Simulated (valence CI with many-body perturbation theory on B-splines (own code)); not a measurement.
Nd10+: electric-dipole lines

Calculated by valence CI with perturbative core correlation (CI+MBPT): four valence electrons over a frozen Dirac-Fock core [Kr] 4d10, radial functions for each j: 7 s, 7 p, 7 d, 7 f, 4 g, 2 h, with the one-electron correlation potential Σ1, the two-electron term Σ2, the three-electron term Σ3, Breit, model QED; selected CI, second order for the rest, scaled by the run's own slope (own B-spline code, finite nucleus).

No measured levels were compared; by estimate terms of the open shell hold to a few per cent of their energy, and close levels can change places; configurations with another count of f electrons can be misplaced by thousands of cm⁻¹. Among the levels kept, up to 300 cm⁻¹ of a level comes from second order outside the variational space, and about a tenth of that is noise between levels of different J, which matters for small intervals.

Lines 51 to 100 of 548 in falling wavelength, among levels below 27.463 eV, chosen from the strongest by gf and those to the six lowest levels. Wavelengths and rates use the calculated energies, so an error of 2000 cm⁻¹ moves a line at 68.02 nm by 1.4 % and its rate by three times that or more. Electric multipoles are in the length gauge, E1 and E2 with the static RPA response of the core. Weak lines are less certain than strong ones. Lines between different terms over intervals too small for the method are left out, as are lines whose strength nearly cancels. Where a level lies close to another of its J and parity, the split of strength between their lines is uncertain. The highest levels of a list are the least certain.

Names give the largest LS component (configuration and term), which can be under half, so a name can repeat, a term be missing and a line seem to break the LS rules; names also repeat where a configuration has a term twice. Letters in brackets count levels of one name in rising energy.

```csv
λ vac (nm),Upper,Lower,A (s⁻¹),log gf,Branch %
68.02,4f2 5s 5p 3D°_2 [b],5s2 5p2 3P_1,2.97e+07,-1.99,2.2
68.01,4f3 5s 5F°_4,4f 5s2 5p 1F_3,4.22e+07,-1.58,44.9
67.94,4f3 5s 5G°_6 [a],4f 5s2 5p 3G_5,1.62e+07,-1.84,31.6
67.93,4f2 5s 5p 3I°_5 [b],4f2 5s2 1I_6,1.70e+08,-0.89,66.2
67.92,4f2 5s 5p 5H°_3,4f2 5s2 3H_4,1.96e+08,-1.02,83.1
67.91,4f3 5s 3G°_3 [a],4f 5s2 5p 3D_3,2.50e+07,-1.92,7.6
67.91,4f2 5s 5p 5S°_2 [a],4f2 5s2 1D_2,9.52e+07,-1.48,57.2
67.88,4f2 5s 5p 5D°_4 [a],4f2 5s2 3F_3,2.41e+07,-1.82,7.6
67.79,4f2 5s 5p 5D°_3,4f2 5s2 3F_3,1.90e+08,-1.04,52.5
67.79,4f2 5s 5p 5G°_6 [a],4f2 5s2 3H_6,1.44e+08,-0.89,42.4
67.65,4f2 5s 5p 3H°_4 [b],4f2 5s2 1G_4,2.35e+07,-1.84,9.1
67.64,4f2 5s 5p 3H°_5 [a],4f2 5s2 3H_5,1.63e+08,-0.91,41.5
67.63,4f 5s 5p2 5G°_3 [a],4f 5s2 5p 3G_4,4.39e+07,-1.68,9.9
67.58,4f2 5s 5p 5H°_7,4f2 5s2 3H_6,2.43e+08,-0.60,99.9
67.52,4f2 5s 5p 5G°_3 [b],4f 5s2 5p 1F_3,2.15e+07,-1.99,5.4
67.48,4f2 5s 5p 5G°_6 [c],4f 5s2 5p 3G_5,1.18e+07,-1.98,12.5
67.47,4f2 5s 5p 3I°_7 [a],4f2 5s2 1I_6,2.24e+08,-0.64,97.6
67.45,4f2 5s 5p 5G°_2 [a],4f 5s2 5p 3G_3,1.54e+07,-2.28,25.3
67.43,4f2 5s 5p 3G°_3 [a],4f2 5s2 1G_4,6.47e+07,-1.51,19.9
67.39,4f3 5s 3G°_4 [a],4f 5s2 5p 3D_3,2.22e+07,-1.87,8.8
67.38,4f2 5s 5p 5F°_2,4f2 5s2 3F_2,2.62e+08,-1.05,68.7
67.26,4f2 5s 5p 5F°_1,4f2 5s2 3F_2,3.39e+08,-1.16,75.4
67.23,4f2 5s 5p 5D°_2 [b],4f 5s2 5p 3D_2,8.10e+07,-1.56,22.1
67.21,4f2 5s 5p 5G°_3 [c],4f 5s2 5p 3D_2,8.31e+07,-1.40,21.0
67.16,4f2 5s 5p 5D°_4 [b],4f2 5s2 3F_4,5.61e+07,-1.47,15.2
67.16,4f2 5s 5p 3F°_4 [a],4f 5s2 5p 1G_4,2.52e+07,-1.81,6.6
67.08,4f 5s 5p2 5F°_4,4f 5s2 5p 3D_3,1.68e+08,-0.99,29.1
67.03,4f2 5s 5p 5H°_3,4f 5s2 5p 3G_3,8.03e+06,-2.42,3.4
67.00,4f2 5s 5p 5G°_3 [a],4f2 5s2 3H_4,4.52e+07,-1.67,39.0
66.98,4f2 5s 5p 5D°_2 [a],4f2 5s2 1D_2,5.50e+07,-1.73,36.0
66.98,4f2 5s 5p 5H°_4,4f2 5s2 3H_4,2.03e+08,-0.91,61.1
66.94,4f2 5s 5p 5D°_3,4f2 5s2 3F_2,9.93e+07,-1.33,27.4
66.92,4f3 5s 5F°_3 [a],4f2 5s2 3P_2,1.28e+08,-1.22,37.9
66.89,4f 5s 5p2 5G°_3 [a],4f 5s2 5p 3F_3,6.36e+07,-1.53,14.3
66.89,4f3 5s 3G°_3 [a],4f 5s2 5p 3D_2,5.41e+07,-1.60,16.5
66.88,4f3 5s 3H°_4 [a],4f 5s2 5p 1F_3,9.86e+07,-1.23,49.7
66.84,4f2 5s 5p 5D°_2 [c],4f 5s2 5p 3D_2,4.69e+07,-1.80,10.0
66.73,4f2 5s 5p 5D°_4 [b],4f2 5s2 3F_3,1.08e+08,-1.19,29.1
66.71,4f 5s 5p2 5G°_2,4f 5s2 5p 3F_2,1.66e+08,-1.26,38.2
66.67,4f 5s 5p2 5F°_5,4f 5s2 5p 3F_4,1.62e+08,-0.92,36.1
66.60,4f3 5s 1H°_5 [a],4f 5s2 5p 3G_5,2.27e+07,-1.78,15.6
66.49,4f2 5s 5p 1S°_0,4f2 5s2 3P_1,1.56e+08,-1.99,93.7
66.48,4f2 5s 5p 3I°_5 [a],4f2 5s2 3F_4,6.01e+07,-1.36,11.9
66.38,4f2 5s 5p 3G°_3 [c],4f 5s2 5p 3D_3,7.40e+07,-1.47,7.1
66.37,4f2 5s 5p 5G°_6 [a],4f2 5s2 3H_5,1.90e+08,-0.79,56.1
66.26,4f2 5s 5p 3H°_5 [a],4f2 5s2 3H_4,1.71e+08,-0.91,43.6
66.26,4f3 5s 3H°_4 [b],4f 5s2 5p 1F_3,7.22e+07,-1.37,26.7
66.19,4f2 5s 5p 3H°_6 [a],4f 5s2 5p 3G_5,3.92e+07,-1.48,34.3
66.14,4f2 5s 5p 3H°_4 [c],4f2 5s2 1G_4,1.28e+08,-1.12,28.3
66.11,4f2 5s 5p 5G°_5 [a],4f 5s2 5p 3G_4,5.07e+07,-1.44,16.5
```
